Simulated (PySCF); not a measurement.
# Reading the logs of faulty runs: H4NSi anion

All numbers below are calculated, not measured. The program is PySCF 2.14.0, an open-source quantum chemistry code, run on an isolated molecule that a program drew, which may never have been made. The molecule is H4NSi anion (charge -1, singlet), drawn as the SMILES string `N[SiH2-]`.

Each row is a Hartree-Fock (HF) and frozen-core CCSD(T) single point in the aug-cc-pV(D+d)Z basis, meant for a local HF minimum. Run 1 is clean. Each other run has one planted mistake out of seven kinds, and not every kind appears here: one electron removed, one electron added, multiplicity raised by two, geometry at a saddle point, minimal basis STO-3G, one bond length entered in bohr, all coordinates scaled. The reference is restricted for singlets and unrestricted otherwise, and also for a bond in bohr. Adding or removing an electron swaps singlet and doublet. Electrons count all cores. HOMO and LUMO are orbital energies over both spins, the gradient is its largest component, and the lowest frequency (negative if imaginary) is given only where the gradient is small. Bond lengths are over the 5 bonds as drawn. T1 is the CCSD diagnostic: over 0.02 (restricted) or 0.045 (unrestricted) a single reference is doubtful.

Geometry of the clean run:
```xyz
6
H4NSi anion, angstrom
N    -1.2972   -0.2132    0.0390
Si    0.2198    0.8058   -0.1539
H    -2.0785    0.1445   -0.4764
H    -1.6058   -0.3957    0.9769
H     1.2365   -0.1740    0.4586
H     0.1619    1.7215    1.0997
```

| run | electrons | basis functions | <S^2> | HOMO (eV) | LUMO (eV) | gradient (hartree/bohr) | lowest frequency (cm^-1) | mean bond (Å) | longest bond (Å) | T1 | HF (hartree) | CCSD(T) (hartree) | mistake |
|---|---|---|---|---|---|---|---|---|---|---|---|---|---|
| 1 | 26 | 91 | 0.000 | -1.67 | 4.07 | 3.1e-05 | 283 | 1.3873 | 1.838 | 0.0141 | -345.69886 | -346.05468 | no fault |
| 2 | 26 | 18 | 0.000 | 3.16 | 21.68 | 5.3e-02 | - | 1.3873 | 1.838 | 0.0075 | -341.44298 | -341.54647 | minimal basis STO-3G |
| 3 | 26 | 91 | 0.488 | -1.43 | 3.81 | 1.0e-02 | - | 1.6612 | 2.909 | 0.0682 | -345.61883 | -345.97709 | one bond length entered in bohr |
| 4 | 26 | 91 | 0.000 | -2.02 | 4.08 | 4.5e-02 | - | 1.4733 | 1.952 | 0.0153 | -345.68509 | -346.04815 | all coordinates scaled |
| 5 | 25 | 91 | 0.754 | -10.39 | 0.13 | 7.3e-02 | - | 1.3873 | 1.838 | 0.0141 | -345.67858 | -345.99804 | one electron removed |
| 6 | 26 | 91 | 2.004 | 0.85 | 3.50 | 6.8e-02 | - | 1.3873 | 1.838 | 0.0566 | -345.64600 | -345.97578 | ? |

**Which mistake was planted in run 6, and what did it cost?**

Electrons, basis and geometry are unchanged, and <S^2> is 2.004, beside S(S+1) = 2.00 for a multiplicity of 3. So the mistake is: multiplicity raised by two. Subtracting run 1 and multiplying by 627.51 kcal/mol a hartree, the energy moved by 33.2 kcal/mol in HF and 49.5 kcal/mol in CCSD(T).

Cautions from the logs. Run 2: the HOMO is above zero, so the electron isn't bound and the energy depends on the basis; run 3: T1 is over the limit, so its CCSD(T) energy is less reliable; run 6: T1 is over the limit, so its CCSD(T) energy is less reliable and the HOMO is above zero, so the electron isn't bound and the energy depends on the basis.
